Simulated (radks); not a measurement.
Task: These are the eigenvalues of the occupied orbitals of an atom or ion with whole-number occupations (eV). Calculated with a radial shooting solver on a logarithmic mesh with Libxc functionals: scalar-relativistic Kohn-Sham, PBE, spin-unpolarised, spherical densities, finite nucleus; Fermi nuclear charge, rms radius of each element as measured or else 0.836 A^(1/3) + 0.57 fm.

1s: -3151.225
2s: -327.0120
2p: -260.0079
3s: -50.5518
3p: -35.4230

Which element is it, and in what charge state? The configuration may be excited.

Result: Z = 18, argon, charge +2: Ar2+ in [Ne] 3s2 3p4. The list shows which subshells hold electrons but not how many an open one holds; the 1s level, -115.81 hartree, gives Z - s = 15.2 by -(Z - s)^2/2, which with screening and relativity narrows Z to a few neighbours, and the depths of the outer levels then fix element, charge and occupations together.
